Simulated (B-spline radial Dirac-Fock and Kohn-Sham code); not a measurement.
## Elastic and transport cross sections of chlorine for electrons

The computed values come from a radial B-spline solver: relativistic (Dirac) partial waves in the static field of the Dirac-Fock atom with Furness-McCarthy exchange, without polarisation or absorption potentials. σ_tr1 and σ_tr2 weight the cross section with 1 − P₁ and 1 − P₂ of cos θ; "backward" is the share scattered beyond 90°.

| energy (eV) | σ (a₀²) | σ_tr1 (a₀²) | σ_tr2 (a₀²) | σ/σ_tr1 | backward (%) |
| --- | --- | --- | --- | --- | --- |
| 113000 | 0.119 | 0.000224 | 0.000587 | 529 | 0.011 |
| 117000 | 0.116 | 0.000211 | 0.000554 | 547 | 0.011 |
| 122000 | 0.112 | 0.000197 | 0.000517 | 570 | 0.010 |
| 125000 | 0.110 | 0.000189 | 0.000496 | 584 | 0.0098 |
| 127000 | 0.109 | 0.000184 | 0.000483 | 594 | 0.0096 |
| 128000 | 0.109 | 0.000181 | 0.000477 | 598 | 0.0095 |
| 130000 | ? | ? | ? | ? | ? |
| 145000 | 0.0996 | 0.000147 | 0.000389 | 677 | 0.0080 |
| 200000 | 0.0812 | 8.62e-05 | 0.000231 | 942 | 0.0051 |
| 300000 | 0.0653 | 4.48e-05 | 0.000122 | 1460 | 0.0028 |

Q: Fill in the row for 130 keV.

A: σ = 0.107 a₀², σ_tr1 = 0.000177 a₀², σ_tr2 = 0.000465 a₀², σ/σ_tr1 = 607, backward 0.0093 %. The ratio σ/σ_tr1 is roughly the number of elastic collisions that randomise the direction.
